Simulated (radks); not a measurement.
Results of a calculation; reference values are marked as such.
Spin polarisation of the 5d9 shell in Au2+. Start: [Xe] 4f14 5d(up 4.5, down 4.5); electrons of 5d are moved from spin down to spin up, other shells keep equal spins. Code: a radial shooting solver on a logarithmic mesh with Libxc functionals. Model: scalar-relativistic Kohn-Sham, r2SCAN, spin-polarised, spherical densities, finite nucleus; meta-GGA in the generalised Kohn-Sham scheme; Fermi nuclear charge, rms radius of each element as measured or else 0.836 A^(1/3) + 0.57 fm. Estimate the energy gained and the exchange splitting at a moment of 1 Bohr magnetons.

Answer. At moment 1 the spin-polarisation energy is -0.215 eV and the 5d exchange splitting 0.860 eV, that is 0.860 eV per Bohr magneton; E = -I m^2/4 would give I = 0.860 eV.
